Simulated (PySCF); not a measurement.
The numbers are results of M06-2X/def2-TZVP // B3LYP-D3(BJ)/def2-TZVP (PySCF), not measurements. Isolated molecules, 0 K electronic values unless said otherwise. One relaxed conformer stands for a flexible species; it need not be the lowest. Excitations are Tamm–Dancoff values on a coarser integration grid. The basis has no diffuse functions, so Rydberg states are missing or too high.

Reference species (SMILES): `[CH3][Ga]([CH3])[SH]` (C–Ga–S–H torsion 179°) (neutral, multiplicity 1).

| Property | Result |
|---|---|
| LUMO | -0.13 eV |
| S1–T1 gap (TDA) | 0.67 eV |
| HOMO–LUMO gap | 8.32 eV |

Changed species: `[CH3][Ga]([CH3])[CH3]` (0 of 3 CH3 replaced by SH; the reference has 1 of 3 CH3 replaced by SH).

Give the shifts of the LUMO, S1–T1 gap (TDA) and HOMO–LUMO gap.

the LUMO rises by 0.08 eV, to -0.05 eV; the S1–T1 gap (TDA) decreases by 0.34 eV, to 0.33 eV; the HOMO–LUMO gap rises by 0.17 eV, to 8.49 eV.
